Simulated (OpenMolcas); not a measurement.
**B⁺: input and output**

Input:

```
&GATEWAY
Coord
1

B 0.0 0.0 0.0
Basis=ANO-RCC-VTZP
Group=XYZ
NoMove
AngMom=0.0 0.0 0.0
AMFI
&SEWARD
* reference wave functions (RASSCF and RASSI steps not shown): 2 electrons in 8 orbitals (2s 2p 3s 3p)
>>> COPY JOB001 $Project.JobIph
&CASPT2
Multistate=3 1 2 3
Frozen=0 0
IPEA=0.0
Imaginary=0.1
MaxIter=60
WThr=0.0 0.3 0.05
PrWF=0.5
NoMix
>>> COPY JOB002 $Project.JobIph
&CASPT2
Multistate=7 1 2 3 4 5 6 7
Frozen=0 0
IPEA=0.0
Imaginary=0.1
MaxIter=60
WThr=0.0 0.3 0.05
PrWF=0.5
NoMix
>>> COPY JOB003 $Project.JobIph
&CASPT2
Multistate=3 1 2 3
Frozen=0 0
IPEA=0.0
Imaginary=0.1
MaxIter=60
WThr=0.0 0.3 0.05
PrWF=0.5
NoMix
...
```

Output, cut to the results:

```
--- CASPT2 ---
Orbital specifications:
      -----------------------

      Symmetry species                           1   2
                                                ag  au
      Frozen orbitals                            0   0
      Inactive orbitals                          1   0
      Active orbitals                            2   6
      Secondary orbitals                        11  10
      Deleted orbitals                           0   0
      Number of basis functions                 14  16
Type of calculation                        MS-CASPT2
      Fock operator                              state-specific
      IPEA shift                                 0.00
      Real shift                                 0.00
      Imaginary shift                            0.10
      The input orbitals will be transformed to quasi-canonical
Reference energy:         -23.8430893310
      E2 (Non-variational):      -0.0316821940
      Shift correction:          -0.0000152636
      E2 (Variational):          -0.0316974576
      Total energy:             -23.8747867886
      Residual norm:              0.0000000419
      Reference weight:           0.99623
      Contributions to the CASPT2 correlation energy
      Active & Virtual Only:         -0.0055536077
      One Inactive Excited:          -0.0054409935
      Two Inactive Excited:          -0.0206875929
Reference energy:         -23.8430893310
      E2 (Non-variational):      -0.0316821940
      Shift correction:          -0.0000152636
      E2 (Variational):          -0.0316974576
      Total energy:             -23.8747867886
      Residual norm:              0.0000000419
      Reference weight:           0.99623
      Contributions to the CASPT2 correlation energy
      Active & Virtual Only:         -0.0055536077
      One Inactive Excited:          -0.0054409935
      Two Inactive Excited:          -0.0206875929
::    CASPT2 Root  1     Total energy:    -23.87478679
::    CASPT2 Root  2     Total energy:    -23.87478679
::    CASPT2 Root  3     Total energy:    -23.87478679
::    MS-CASPT2 Root  1     Total energy:    -23.87478679
::    MS-CASPT2 Root  2     Total energy:    -23.87478679
::    MS-CASPT2 Root  3     Total energy:    -23.87478679
--- CASPT2 ---
Orbital specifications:
      -----------------------

      Symmetry species                           1   2
                                                ag  au
      Frozen orbitals                            0   0
      Inactive orbitals                          1   0
      Active orbitals                            2   6
      Secondary orbitals                        11  10
      Deleted orbitals                           0   0
      Number of basis functions                 14  16
Type of calculation                        MS-CASPT2
      Fock operator                              state-specific
      IPEA shift                                 0.00
      Real shift                                 0.00
      Imaginary shift                            0.10
      The input orbitals will be transformed to quasi-canonical
Reference energy:         -24.3017296890
      E2 (Non-variational):      -0.0251719204
      Shift correction:          -0.0000016681
      E2 (Variational):          -0.0251735885
      Total energy:             -24.3269032775
      Residual norm:              0.0000001341
      Reference weight:           0.99855
      Contributions to the CASPT2 correlation energy
      Active & Virtual Only:         -0.0023006023
      One Inactive Excited:          -0.0035710001
      Two Inactive Excited:          -0.0193003180
Reference energy:         -23.7897557057
      E2 (Non-variational):      -0.0615408533
      Shift correction:          -0.0005396555
      E2 (Variational):          -0.0620805088
      Total energy:             -23.8518362145
      Residual norm:              0.0000003896
      Reference weight:           0.96222
      Contributions to the CASPT2 correlation energy
      Active & Virtual Only:         -0.0359172137
      One Inactive Excited:          -0.0049417675
      Two Inactive Excited:          -0.0206818721
::    CASPT2 Root  1     Total energy:    -24.32690328
::    CASPT2 Root  2     Total energy:    -23.85183621
::    CASPT2 Root  3     Total energy:    -23.85183700
::    CASPT2 Root  4     Total energy:    -23.85183624
::    CASPT2 Root  5     Total energy:    -23.85183622
::    CASPT2 Root  6     Total energy:    -23.85184041
::    CASPT2 Root  7     Total energy:    -23.73157568
::    MS-CASPT2 Root  1     Total energy:    -24.32696692
::    MS-CASPT2 Root  2     Total energy:    -23.85184158
::    MS-CASPT2 Root  3     Total energy:    -23.85183630
::    MS-CASPT2 Root  4     Total energy:    -23.85183622
::    MS-CASPT2 Root  5     Total energy:    -23.85183621
::    MS-CASPT2 Root  6     Total energy:    -23.85183577
::    MS-CASPT2 Root  7     Total energy:    -23.73151204
--- CASPT2 ---
Orbital specifications:
      -----------------------

      Symmetry species                           1   2
                                                ag  au
      Frozen orbitals                            0   0
      Inactive orbitals                          1   0
      Active orbitals                            2   6
      Secondary orbitals                        11  10
      Deleted orbitals                           0   0
      Number of basis functions                 14  16
Type of calculation                        MS-CASPT2
      Fock operator                              state-specific
      IPEA shift                                 0.00
      Real shift                                 0.00
      Imaginary shift                            0.10
      The input orbitals will be transformed to quasi-canonical
Reference energy:         -24.1274650893
      E2 (Non-variational):      -0.0289415840
      Shift correction:          -0.0000296426
      E2 (Variational):          -0.0289712266
...
```

Levels above the lowest, from the spin-orbit matrix with the multistate effective Hamiltonian, averaged by term, added to it:

| Configuration | Term | J | E (cm-1) | Measured (cm-1) | g | Term weight % |
| --- | --- | --- | --- | --- | --- | --- |
| 2s2 | 1S | 0 | 0.0 | 0.0 |  | 100 |
| 2s 2p | 3P* | 0 | 37412 | 37336 |  | 100 |
| 2s 2p | 3P* | 1 | 37420 | 37342 | 1.501 | 100 |
| 2s 2p | 3P* | 2 | 37435 | 37358 | 1.501 | 100 |
| 2s 2p | 1P* | 1 | 75250 | 73397 | 1.000 | 100 |
| 2p2 | 3P | 0 | 99227 | 98911 |  | 100 |
| 2p2 | 3P | 1 | 99235 | 98920 | 1.501 | 100 |
| 2p2 | 3P | 2 | 99249 | 98933 | 1.501 | 100 |
| 2p2 | 1D | 2 | 104279 | 102363 | 1.000 | 100 |

Against the 8 measured excited levels shown (NIST Handbook of Basic Atomic Spectroscopic Data) the mean absolute deviation is 620 cm-1; the largest miss in energy is 2p2 1D2: computed 104279, measured 102363 cm-1 (+1.9 %), and the largest in proportion 2s 2p 1P* 1 (+2.5 %).

Active for correlation alone: 3p 3s; no level in the range computed is led by a configuration that fills them, so any true level of that kind is missing. Measured partners are found by configuration, term and J. A level has none where our copy of the source lacks it or the pairing is in doubt (some pairs that miss far off the trend of their configuration count as doubtful), and it then counts in no deviation. Only configurations of the active space appear. The first state left out of the spin-orbit step lies near 150000 cm-1 above the lowest spin-free state of the reference (among the parities and spins computed), and the list stops at four fifths of that energy or lower.

The term weight is that of the spin-free term in the level, not the purity of its configuration. * marks odd parity.
